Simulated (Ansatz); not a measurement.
```yaml
crystal:
  periodic: [false, false, false]
  atoms:
    - {symbol: O, position_ang: [0.227941, 2.794807, -2.298458]}
    - {symbol: Cd, position_ang: [0.059091, 1.008646, -1.149374]}
    - {symbol: O, position_ang: [0.301400, -0.921003, -0.507344]}
    - {symbol: Si, position_ang: [-0.169417, -1.095243, 1.155080]}
    - {symbol: H, position_ang: [-0.172316, 3.142245, -2.310071]}
    - {symbol: H, position_ang: [1.268124, -0.979611, 1.763884]}
    - {symbol: H, position_ang: [-1.289082, -0.561034, 1.784691]}
    - {symbol: H, position_ang: [-0.078197, -2.474073, 1.273068]}
basis:
  gaussian: {orbitals: def2-TZVPP, point_charges: [{charge: -1.00, position_ang: [4.819, -0.314, 0.880]}]}
hamiltonian: {xc: {name: HF}}
correlation: {method: mp2, frozen_orbitals: {O: 9}}
```

```sh
$ ansatz run in.yaml --threads 4 --pin off --events-out ev --progress --plain --max-ram 10444MiB
```

How does Ansatz answer? (An estimate is asked.)

The calculation gave: The input was rejected before any iteration.
```
Functional definition: HF
Error: "frozen_orbitals" has no count for Cd
```
